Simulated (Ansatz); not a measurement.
Consider the ligand exchange at the Si–Cl bond: `[SiH3]N([SiH3])[Si]Cl` + NH₃ → `N[Si]N([SiH3])[SiH3]` + HCl.

Computed with Ansatz on PBE0-D4/def2-TZVP structures; ΔE is electronic, products minus reactants. CBS: MP2 limit from def2 TZ/QZ plus the TZ coupled-cluster correction, frozen cores. This one scheme is used for every species. DFT in def2-TZVPP. One conformer a species, not always the lowest.

`[SiH3]N([SiH3])[Si]Cl`:

```xyz
11

Si   -1.080   -0.610   -0.699
N     0.472   -0.030   -0.099
Si    0.436    1.008    1.315
Si    2.017   -0.391   -0.772
Cl    1.441   -1.632   -2.381
H    -2.102   -0.024    0.211
H    -1.336   -0.133   -2.077
H    -1.166   -2.087   -0.629
H    -0.349    2.237    1.035
H     1.842    1.366    1.632
H    -0.176    0.295    2.464
```

NH₃:

```xyz
4

N    -0.200   -0.028   -0.197
H     0.702    0.188   -0.604
H    -0.417    0.715    0.456
H    -0.085   -0.875    0.345
```

`N[Si]N([SiH3])[SiH3]`:

Cartesian coordinates in Å:
```
N -0.829 1.757 -1.551
Si 0.167 0.383 -1.788
N 0.230 -0.304 -0.175
Si 1.075 -1.818 0.017
Si -0.417 0.427 1.266
H -1.009 2.362 -2.337
H -1.342 2.052 -0.733
H 2.163 -1.685 1.022
H 1.651 -2.194 -1.298
H 0.151 -2.887 0.481
H -1.846 0.801 1.080
H 0.330 1.658 1.634
H -0.324 -0.551 2.382
```

HCl:

```xyz
2

Cl   -0.155   -0.106   -0.611
H     0.155    0.106    0.611
```

Q: Is it downhill or uphill in electronic energy at CCSD(T)/CBS, and by how much? (Best estimate.)

A: Ansatz gave: Uphill: ΔE = +42.1 kJ/mol.

Q: What do these levels give: r2SCANh-D4, r2SCAN0-D4, revPBE, CAM-B3LYP, CCSD/def2-TZVPP, CCSD/CBS(def2)? (Estimate.)

A: The calculation gave: r2SCANh-D4 42.3, r2SCAN0-D4 42.0, revPBE 48.7, CAM-B3LYP 36.7, CCSD/def2-TZVPP 36.6, CCSD/CBS(def2) 40.9 kJ/mol.

Largest T1 diagnostic among the species: 0.013.

From BLYP to BHLYP (50 % exact exchange), in def2-TZVPP and without D4, ΔE moves by −4.4 kJ/mol. Leaving LDA and LC-ωPBE aside and taking each functional with its dispersion term where it has one, the values, not all of them listed here, spread over 9.2 kJ/mol, from CAM-B3LYP-D4 to PBE-D4. LDA lies −9.4 kJ/mol from PBE without D4.
